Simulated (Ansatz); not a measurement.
Computed with Ansatz on PBE0-D4/def2-TZVP structures; ΔE is electronic, products minus reactants. CCSD(T)/CBS adds triple-zeta CCSD(T) − MP2 to the extrapolated MP2 energy (def2 sets, frozen cores). This one scheme is used for every species. DFT in def2-TZVPP. For Ga outer-core shells are correlated without core-valence functions, which leaves a few kJ/mol of doubt a bond. Scalar relativity is left out up to krypton. One conformer a species, not always the lowest.

Consider the cleavage of the Si–Ga bond: `C[SiH2][GaH][Cl]` + `O[SiH3]` → `C[SiH2]O[SiH3]` + `[Cl][GaH2]`.

`C[SiH2][GaH][Cl]`:

```xyz
10

C    -0.241   -0.048    1.675
Si   -0.346   -0.645   -0.101
Ga    0.687    0.849   -1.681
Cl    0.582    0.183   -3.738
H     0.799    0.065    1.990
H    -0.723   -0.761    2.348
H    -0.736    0.919    1.794
H     0.318   -1.972   -0.244
H    -1.769   -0.811   -0.510
H     1.429    2.222   -1.533
```

`O[SiH3]`:

```xyz
6

O    -1.042    0.491    0.562
Si    0.381   -0.004   -0.105
H    -1.810   -0.070    0.445
H     0.822   -1.314    0.449
H     1.373    1.043    0.232
H     0.276   -0.145   -1.583
```

`C[SiH2]O[SiH3]`:

```xyz
12

C     1.696    0.583   -1.262
Si    0.403    0.849    0.042
O    -0.490   -0.518    0.195
Si   -1.728   -1.242    0.974
H     2.358   -0.243   -0.992
H     2.306    1.483   -1.382
H     1.236    0.353   -2.226
H    -0.494    1.978   -0.329
H     1.035    1.167    1.353
H    -1.870   -2.620    0.444
H    -2.993   -0.492    0.747
H    -1.460   -1.299    2.435
```

`[Cl][GaH2]`:

Z-matrix (Å, degrees):
```
Ga
Cl 1 2.149
H 1 1.556 2 115.2
H 1 1.556 2 115.2 3 -180.0
```

```
       level  ΔE (kJ/mol)
      PBE-D4        -70.1
    PBE-QIDH        -91.9
        BLYP        -85.7
MP2/def2-SVP        -97.3
```

Problem. What does CCSD(T)/CBS give? (Estimate.)

Solution. The calculation gave: -92.8 kJ/mol. The listed levels differ from it by 22.7, 0.9, 7.1, -4.5 kJ/mol.

Largest T1 diagnostic among the species: 0.012.

From BLYP to BHLYP (50 % exact exchange), in def2-TZVPP and without D4, ΔE moves by −20.6 kJ/mol. In def2-TZVPP, CCSD(T) changes the Hartree–Fock value by +28.1 kJ/mol (the triples alone add +3.8 kJ/mol) and MP2 by +23.5 kJ/mol.
